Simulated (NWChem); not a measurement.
# CH2O3Si; SMILES C1(=O)O[SiH2]O1

```xyz
7

O      0.0000     0.0000     2.0783
C      0.0000     0.0000     0.8868
O      0.0000     1.1006     0.0308
Si     0.0000     0.0000    -1.3013
O      0.0000    -1.1006     0.0308
H     -1.2519     0.0000    -2.1109
H      1.2519     0.0000    -2.1109
```
Atoms are numbered in this order, from 1.

Computed with NWChem. Pople sets run with spherical d functions. Geometry: optimised at PBE-D3(BJ)/def2-SVP.

Problem. Predict the results for OLYP/6-31G*. Quantities: highest occupied level (eV); orbital gap (eV); dipole (D).

Solution. 
- highest occupied level (eV): -6.96
- orbital gap (eV): 5.18
- dipole (D): 4.38
